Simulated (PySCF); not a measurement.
**GaBr2, doublet: molecular constants**

Level of theory: UPBE0 in PySCF with Ga def2-TZVP, Br def2-TZVP; no relativity; density-fitted integrals.

The structure is a minimum.

```
Point group                                                                   : C2v
Bond lengths                                                                  : Ga–Br 2.315 Å (×2)
Bond angles                                                                   : Br–Ga–Br 120.0°
Rotational symmetry number                                                    : 2
Entropy at 298.15 K and 1 bar (electronic part: spin only)                    : 325.5 J/(mol K)
Principal quadrupole moments (Buckingham, traceless) about the centre of mass : -5.71, 2.67, 3.03 D Å
Spin squared ⟨S²⟩                                                             : 0.754
Lowest empty level (β)                                                        : -4.07 eV
Principal polarisabilities                                                    : 51.9, 64.1, 102.7 bohr³
Zero-point energy                                                             : 3.9 kJ/mol
Heat capacity Cp at 298.15 K                                                  : 55.7 J/(mol K)
Dipole moment                                                                 : 1.55 D
Rotational constants                                                          : 0.2625, 0.02656, 0.02412 cm⁻¹
Highest occupied level (α)                                                    : -6.87 eV
Enthalpy at 298.15 K above 0 K                                                : 14.27 kJ/mol
Atomisation energy without zero-point energy                                  : 609 kJ/mol
```

Harmonic modes (masses in u: Ga 68.926, Br 78.918):
| symmetry | ω (cm⁻¹) | IR (km/mol) | μ (u) |
| --- | --- | --- | --- |
| a1 | 79 | 1.3 | 75.78 |
| a1 | 253 | 12.2 | 74.48 |
| b2 | 315 | 70.4 | 72.29 |

In C2v the vibrations span 2a1 + b2. Here b1 is antisymmetric to the molecular plane and b2 lies in it.

Charges (e):
```
 atom  Mulliken  Löwdin  polar tensor  spin (Mulliken)  Mayer order to Ga1
  Ga1      0.48   -0.29          0.95             0.67                   –
Br2,3     -0.24    0.15         -0.47             0.16                1.09
```

Mulliken populations on Ga1: s 7.37, p 12.95, d 10.16, f 0.03.

Other isomers or separated fragments may lie lower.

The final relaxation and frequency run took 2.1 min on 4 threads of a shared Intel Xeon Platinum 8259CL @ 2.50GHz (Skylake/Cascade Lake) host, with 144 basis functions and 9 gradients; the process peaked at 1.2 GiB. Launch command: `OMP_NUM_THREADS=4 python axn.py task.json out`.
